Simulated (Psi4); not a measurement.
I4Si, charge +1, doublet, geometry from GFN2-xTB (a state made from the parent by changing its charge; the spin is typed, not shown lowest) (core potentials on I), with bond 1-2 at 3.0 times its length; HF/def2-SV(P) in Psi4.

Psi4 was given this input:
```
memory 2 GB

molecule mol {
1 2
I     6.694653   -3.073232    1.336697
Si   -0.000000    0.000000    0.000000
I    -1.461591   -1.660099   -1.155676
I    -1.052513    0.673284    2.160248
I     0.282553    2.011226   -1.450138
}

set {
  basis def2-sv(p)
  reference uhf
  stability_analysis check
  scf_type pk
}

energy('scf')
print_variables()
```

Output, abridged:

```
   => Loading Basis Set <=

    Name: DEF2-SV(P)
    Role: ORBITAL
    Keyword: BASIS

    !!!  WARNING: ECP capability is in beta. Please check occupations closely.  !!!

         ---------------------------------------------------------
                                   SCF
               by Justin Turney, Rob Parrish, Andy Simmonett
                          and Daniel G. A. Smith
                              UHF Reference
         ---------------------------------------------------------

  ==> Geometry <==

    Molecular point group: c1
    Full point group: C1

    Geometry (in Angstrom), charge = 1, multiplicity = 2:

       Center              X                  Y                   Z               Mass
    ------------   -----------------  -----------------  -----------------  -----------------
         I            5.637160307019    -2.587781916913     1.125551361610   126.904471900000
         SI          -1.057492692981     0.485450083087    -0.211145638390    27.976926534650
         I           -2.519083692981    -1.174648916913    -1.366821638390   126.904471900000
         I           -2.110005692981     1.158734083087     1.949102361610   126.904471900000
         I           -0.774939692981     2.496676083087    -1.661283638390   126.904471900000

  Running in c1 symmetry.

  Rotational constants: A =      0.00800  B =      0.00219  C =      0.00219 [cm^-1]
  Rotational constants: A =    239.79454  B =     65.79468  C =     65.79468 [MHz]
  Nuclear repulsion =  605.637984497439334

  Charge       = 1
  Multiplicity = 2
  Electrons    = 113
  Nalpha       = 57
  Nbeta        = 56

  ==> Algorithm <==

  SCF Algorithm Type is PK.
  DIIS enabled.
  MOM disabled.
  Fractional occupation disabled.
  Guess Type is SAD.
  Energy threshold   = 1.00e-06
  Density threshold  = 1.00e-06
  Integral threshold = 1.00e-12

  ==> Primary Basis <==

  Basis Set: DEF2-SV(P)
    Blend: DEF2-SV(P)
    Number of shells: 48
    Number of basis functions: 122
    Number of Cartesian functions: 131
    Spherical Harmonics?: true
    Max angular momentum: 2

  Core potential: DEF2-SV(P)
    Number of shells: 16
    Number of ECP primitives: 116
    Number of ECP core electrons: 112
    Max angular momentum: 3

  ==> Integral Setup <==

  Using in-core PK algorithm.
   Calculation information:
      Number of atoms:                   5
      Number of AO shells:              48
      Number of primitives:            110
      Number of atomic orbitals:       131
[...]
  Energy and wave function converged.

    Wavefunction stable under totally symmetric rotations.
    Lowest totally symmetric eigenvalue: 0.001333
    Lowest UHF->UHF stability eigenvalues:
       A 0.001333

    Stability analysis over.

  ==> Post-Iterations <==

   @Spin Contamination Metric:   5.775801632E-03
   @S^2 Expected:                7.500000000E-01
   @S^2 Observed:                7.557758016E-01
   @S   Expected:                5.000000000E-01
   @S   Observed:                5.000000000E-01

    Orbital Energies [Eh]
    ---------------------

    Alpha Occupied:

[...]
    Alpha Virtual:

[...]
    Beta Occupied:

[...]
    Beta Virtual:

[...]
    Final Occupation by Irrep:
              A
    DOCC [    56 ]
    SOCC [     1 ]
    NA   [    57 ]
    NB   [    56 ]

  @UHF Final Energy: -1475.22062476931296

   => Energetics <=

    Nuclear Repulsion Energy =            605.6379844974393336
    One-Electron Energy =               -3661.4967808236360725
    Two-Electron Energy =                1580.6381715568836626
    Total Energy =                      -1475.2206247693129626

  UHF NO Occupations:
  HONO-2 :   55  A 1.9999755
  HONO-1 :   56  A 1.9972037
  HONO-0 :   57  A 1.0000000
  LUNO+0 :   58  A 0.0027963
  LUNO+1 :   59  A 0.0000245
  LUNO+2 :   60  A 0.0000242
  LUNO+3 :   61  A 0.0000226

Computation Completed

Properties will be evaluated at   0.000000,   0.000000,   0.000000 [a0]

Properties computed using the SCF density matrix

 Multipole Moments:

 ------------------------------------------------------------------------------------
     Multipole            Electronic (a.u.)      Nuclear  (a.u.)        Total (a.u.)
 ------------------------------------------------------------------------------------

 L = 1.  Multiply by 2.5417464519 to convert [e a0] to [Debye]
 Dipole X            :         14.3416287          -16.9633477           -2.6217190
 Dipole Y            :         -6.5831668            7.7871541            1.2039872
 Dipole Z            :          2.8640573           -3.3870086           -0.5229514
 Magnitude           :                                                    2.9319744

 ------------------------------------------------------------------------------------

  Variable Map:
  ----------------------------------------------------------------------------
[...]
  Array Variable Map:
  ----------------------------------------------------------------------------
[...]
[...]
```
